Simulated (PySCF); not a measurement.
Gas-phase equilibrium of 1 mol H₂S, 0.63 mol SO₂ at 1800 K and 0.00133 bar, among 21 species (S₂O, SO₂, O₂, O, S₂, S₆, HO₂, H₂S₂, H₂O, H, H₂O₂, H₂S, O₃, SO, SH, H₂, S₈, S, SO₃, H₂SO₄, OH). Only gases are allowed; each row takes one source of thermochemistry for all species, and Cantera finds the minimum.

Energies from PySCF (xtb for GFN2), thermal terms from the rigid-rotor harmonic-oscillator model, ideal gas at 1 bar. † marks an energy on the PBE0/def2-TZVP geometry and frequencies; other levels use their own. CCSD(T) freezes the core. Open shells (unrestricted) among the columns below: S₂ (multiplicity 3), H (multiplicity 2), SO (multiplicity 3), SH (multiplicity 2, electronic degeneracy 4), S (multiplicity 3, electronic degeneracy 9), OH (multiplicity 2, electronic degeneracy 4); the rest are closed-shell singlets. GFN2 has no spin-polarisation term. Spin-orbit splitting is ignored; it lowers the true energy and changes the entropy of SH, S, OH. B3LYP is the form with VWN-RPA correlation. CCSD(T) isn't extrapolated to the basis-set limit. The harmonic model lacks anharmonicity and excited electronic states, which grow with temperature; levels with a mode under 35 cm⁻¹ are left out. Warning, large T1 diagnostic: SO₂ (CCSD(T)/def2-SVP†).

Molecules larger than those listed are left out.

With B3LYP/def2-TZVP† thermochemistry: H₂ 0.28, H₂O 0.17, S₂ 0.21, SO₂ 0.10, SO 0.20, S 0.0095, SH 0.0090, H 0.0051, H₂S 0.0026, OH 0.0010.

How far does the composition move with the other sources (BLYP/def2-TZVP†, CCSD(T)/def2-SVP†, GFN2-xTB, M06-2X/def2-TZVP†, PBE/def2-SVP)?


```
thermochemistry     x H₂  x H₂O  x S₂   x SO₂    x SO     x S    x SH      x H   x H₂S     x OH
-----------------  -----  -----  ----  ------  ------  ------  ------  -------  ------  -------
B3LYP/def2-TZVP†    0.28   0.17  0.21    0.10    0.20  0.0095  0.0090   0.0051  0.0026   0.0010
BLYP/def2-TZVP†     0.36  0.087  0.19    0.13    0.21  0.0051  0.0054   0.0063  0.0016  0.00039
CCSD(T)/def2-SVP†  0.092   0.34  0.18  0.0067    0.20    0.15   0.019   0.0072  0.0026   0.0051
GFN2-xTB            0.37  0.093  0.25    0.25  0.0019  0.0018   0.018  0.00081  0.0068   1.5e-7
M06-2X/def2-TZVP†   0.22   0.25  0.26    0.12    0.12  0.0085  0.0077   0.0059  0.0031  0.00072
PBE/def2-SVP        0.22   0.24  0.23   0.055    0.23  0.0029  0.0050    0.012  0.0033  0.00056
```
The most sensitive of these is OH: it spans a factor of 10^4.5 over these rows; at this temperature one factor of ten is RT ln 10 = 34 kJ/mol.
